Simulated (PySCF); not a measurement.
How methods differ on the ionisation energy of Br²⁺

Br²⁺ [Ar] 3d10 4s2 4p3 (4S) → Br³⁺ [Ar] 3d10 4s2 4p2 (3P), as a difference of total energies. All numbers are calculated (PySCF 2.14, scalar relativity by spin-free X2C-1e, in aug-cc-pVTZ-DK). Correlated levels: valence: [Ar] 3d10 frozen. The calculations carry no spin-orbit coupling.

```json
{"method": "UHF", "ionisation energy (eV)": "34.655", "plus first-order spin-orbit estimate": "34.239", "error of that sum (eV)": "-0.632"}
{"method": "LDA", "ionisation energy (eV)": "35.312", "plus first-order spin-orbit estimate": "34.896", "error of that sum (eV)": "+0.025"}
{"method": "PBE", "ionisation energy (eV)": "35.124", "plus first-order spin-orbit estimate": "34.708", "error of that sum (eV)": "-0.163"}
{"method": "PBE0", "ionisation energy (eV)": "35.238", "plus first-order spin-orbit estimate": "34.822", "error of that sum (eV)": "-0.049"}
{"method": "r2SCAN", "ionisation energy (eV)": "35.455", "plus first-order spin-orbit estimate": "35.039", "error of that sum (eV)": "+0.168"}
{"method": "B2PLYP", "ionisation energy (eV)": "35.085", "plus first-order spin-orbit estimate": "34.669", "error of that sum (eV)": "-0.202"}
{"method": "M06", "ionisation energy (eV)": "34.949", "plus first-order spin-orbit estimate": "34.533", "error of that sum (eV)": "-0.338"}
{"method": "BHandHLYP", "ionisation energy (eV)": "35.079", "plus first-order spin-orbit estimate": "34.663", "error of that sum (eV)": "-0.208"}
{"method": "wB97X", "ionisation energy (eV)": "34.966", "plus first-order spin-orbit estimate": "34.550", "error of that sum (eV)": "-0.321"}
{"method": "MP2 (valence)", "ionisation energy (eV)": "35.177", "plus first-order spin-orbit estimate": "34.761", "error of that sum (eV)": "-0.110"}
{"method": "SCS-MP2 (valence)", "ionisation energy (eV)": "35.022", "plus first-order spin-orbit estimate": "34.606", "error of that sum (eV)": "-0.265"}
```

Reference: 34.871 ± 0.019 eV (measured; NIST Atomic Spectra Database, ionization energies).

A first-order spin-orbit estimate (lowest level to lowest level, LS coupling) adds -0.416 eV.

Errors of the correlated levels include the incompleteness of this basis and the frozen core.
